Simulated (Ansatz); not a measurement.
Frontier orbitals of `N[Si](F)(Cl)Br`.

```xyz
7

N     0.629   -0.899    0.004
Si   -0.385    0.435    0.006
F    -1.882    0.131   -0.417
Cl   -0.487    1.183    1.889
Br    0.344    1.912   -1.443
H     1.068   -1.246   -0.832
H     0.712   -1.516    0.793
```

The species carries charge 0 and has multiplicity 1. Correlated methods include outer-core shells of Br, which these sets cover unevenly. Scalar relativity is left out up to krypton. All single points use the PBE0-D4/def2-TZVP geometry. It is one conformer, not always the lowest. Basis def2-TZVPP, the Gaussian-basis code of Ansatz.

Orbital energies of one run (eV). Highest occupied ones, from the top: -9.81, -10.19, -10.44, -11.27, -11.40, -12.23, -13.20, -14.66, -14.76, -15.46, -16.36, -17.50, -23.73, -25.15. Empty: 1.16, 1.78, 2.51, 2.80, 2.98, 3.83.

**Question.** Which functional gave them?
A. LC-ωPBE
B. r2SCANh
C. CAM-B3LYP
D. r2SCAN

**Answer.** C. HOMO energies: CAM-B3LYP -9.81, r2SCAN -7.26, r2SCANh -7.81, LC-ωPBE -11.25 eV.

LC-ωPBE has ω = 0.4 bohr⁻¹.
